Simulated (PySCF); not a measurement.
C₅H₆O₂S.
Numbering: `[CH3:1][C:2]1=[CH:3][CH:4]=[CH:5][S:6]1(=[O:7])=[O:8]` (hydrogens: H9, H10, H11 on C1; H12 on C3; H13 on C4; H14 on C5)

The same species was optimised twice, with GFN2-xTB and with PBE0-D3(BJ)/def2-SVP (PySCF), and the same property calculations (PySCF, gas phase) were run on both structures.

```json
{"coordinate": "S6=O8 (Å)", "GFN2-xTB": "1.437", "PBE0-D3(BJ)/def2-SVP": "1.459", "change": "+0.022"}
{"coordinate": "S6=O7 (Å)", "GFN2-xTB": "1.437", "PBE0-D3(BJ)/def2-SVP": "1.459", "change": "+0.022"}
{"coordinate": "C5–S6 (Å)", "GFN2-xTB": "1.800", "PBE0-D3(BJ)/def2-SVP": "1.779", "change": "-0.021"}
{"coordinate": "C3–C4 (Å)", "GFN2-xTB": "1.461", "PBE0-D3(BJ)/def2-SVP": "1.477", "change": "+0.016"}
{"coordinate": "C2–S6 (Å)", "GFN2-xTB": "1.815", "PBE0-D3(BJ)/def2-SVP": "1.800", "change": "-0.015"}
{"coordinate": "C4=C5 (Å)", "GFN2-xTB": "1.325", "PBE0-D3(BJ)/def2-SVP": "1.338", "change": "+0.013"}
{"coordinate": "C2=C3 (Å)", "GFN2-xTB": "1.328", "PBE0-D3(BJ)/def2-SVP": "1.340", "change": "+0.012"}
{"coordinate": "C1–C2 (Å)", "GFN2-xTB": "1.472", "PBE0-D3(BJ)/def2-SVP": "1.477", "change": "+0.005"}
{"coordinate": "O7–S6–O8 (°)", "GFN2-xTB": "117.5", "PBE0-D3(BJ)/def2-SVP": "119.8", "change": "+2.3"}
{"coordinate": "C1–C2–S6 (°)", "GFN2-xTB": "119.2", "PBE0-D3(BJ)/def2-SVP": "117.8", "change": "-1.4"}
{"coordinate": "C2–S6–O8 (°)", "GFN2-xTB": "110.7", "PBE0-D3(BJ)/def2-SVP": "109.4", "change": "-1.3"}
{"coordinate": "C2–C3–C4 (°)", "GFN2-xTB": "115.7", "PBE0-D3(BJ)/def2-SVP": "114.4", "change": "-1.3"}
{"coordinate": "C4–C5–S6 (°)", "GFN2-xTB": "107.9", "PBE0-D3(BJ)/def2-SVP": "109.1", "change": "+1.2"}
{"coordinate": "C3–C4–C5 (°)", "GFN2-xTB": "116.0", "PBE0-D3(BJ)/def2-SVP": "114.9", "change": "-1.1"}
{"coordinate": "C3–C2–S6 (°)", "GFN2-xTB": "107.5", "PBE0-D3(BJ)/def2-SVP": "108.6", "change": "+1.1"}
{"coordinate": "C2–S6–O7 (°)", "GFN2-xTB": "110.5", "PBE0-D3(BJ)/def2-SVP": "109.6", "change": "-0.9"}
```

Rotational constants: A = 2346, B = 2195, C = 1461 MHz (GFN2-xTB) against A = 2318, B = 2192, C = 1472 MHz (PBE0-D3(BJ)/def2-SVP). Point groups within 0.08 Å: Cs and Cs.

On the GFN2-xTB structure: lowest singlet, TDDFT (eV) 4.16 [B3LYP/def2-SVPD]; lowest triplet, Tamm–Dancoff (eV) 2.69 [B3LYP/def2-SVPD]; isotropic polarisability (au) 81.4 [B3LYP/def2-SVPD]; HOMO (eV) -7.29 [B3LYP/def2-SVPD]; LUMO (eV) -2.49 [B3LYP/def2-SVPD]; dipole (D) 4.89 [B3LYP/def2-SVPD]; HOMO (eV) -7.46 [PBE0/pcSseg-1]; LUMO (eV) -2.24 [PBE0/pcSseg-1]; dipole (D) 4.67 [PBE0/pcSseg-1]; GIAO shielding of C1 (ppm) 174.9 [PBE0/pcSseg-1]; GIAO shielding of C2 (ppm) 31.0 [PBE0/pcSseg-1]; GIAO shielding of C3 (ppm) 62.5 [PBE0/pcSseg-1]; GIAO shielding of C4 (ppm) 52.0 [PBE0/pcSseg-1]; GIAO shielding of C5 (ppm) 45.6 [PBE0/pcSseg-1]; GIAO shielding of S6 (ppm) 163.5 [PBE0/pcSseg-1]; GIAO shielding of O7/O8 (mean) (ppm) 159.3 [PBE0/pcSseg-1].

Problem. What do these properties become on the PBE0-D3(BJ)/def2-SVP structure?

Solution. 
```
                                    property            level  on GFN2-xTB  on PBE0-D3(BJ)/def2-SVP  change
                  lowest singlet, TDDFT (eV)  B3LYP/def2-SVPD         4.16                     4.06   -0.10
           lowest triplet, Tamm–Dancoff (eV)  B3LYP/def2-SVPD         2.69                     2.60   -0.09
               isotropic polarisability (au)  B3LYP/def2-SVPD         81.4                     82.7    +1.3
                                   HOMO (eV)  B3LYP/def2-SVPD        -7.29                    -7.27   +0.02
                                   LUMO (eV)  B3LYP/def2-SVPD        -2.49                    -2.57   -0.08
                                  dipole (D)  B3LYP/def2-SVPD         4.89                     4.86   -0.03
energy, GFN2-xTB geometry as zero (kcal/mol)  B3LYP/def2-SVPD          0.0                     -2.8    -2.8
                                   HOMO (eV)    PBE0/pcSseg-1        -7.46                    -7.45   +0.01
                                   LUMO (eV)    PBE0/pcSseg-1        -2.24                    -2.32   -0.08
                                  dipole (D)    PBE0/pcSseg-1         4.67                     4.64   -0.03
energy, GFN2-xTB geometry as zero (kcal/mol)    PBE0/pcSseg-1          0.0                     -1.9    -1.9
                  GIAO shielding of C1 (ppm)    PBE0/pcSseg-1        174.9                    172.9    -2.0
                  GIAO shielding of C2 (ppm)    PBE0/pcSseg-1         31.0                     28.3    -2.7
                  GIAO shielding of C3 (ppm)    PBE0/pcSseg-1         62.5                     60.6    -1.9
                  GIAO shielding of C4 (ppm)    PBE0/pcSseg-1         52.0                     49.4    -2.6
                  GIAO shielding of C5 (ppm)    PBE0/pcSseg-1         45.6                     44.0    -1.6
                  GIAO shielding of S6 (ppm)    PBE0/pcSseg-1        163.5                    157.7    -5.8
        GIAO shielding of O7/O8 (mean) (ppm)    PBE0/pcSseg-1        159.3                    156.0    -3.3
```

The heavy atoms differ by 0.028 Å rms after alignment. Among bonds between heavy atoms C5–S6, S6=O7 and S6=O8 change most and about equally (-0.021 to +0.022 Å). Changes are differences of the printed values. Neither structure is proved a minimum here.
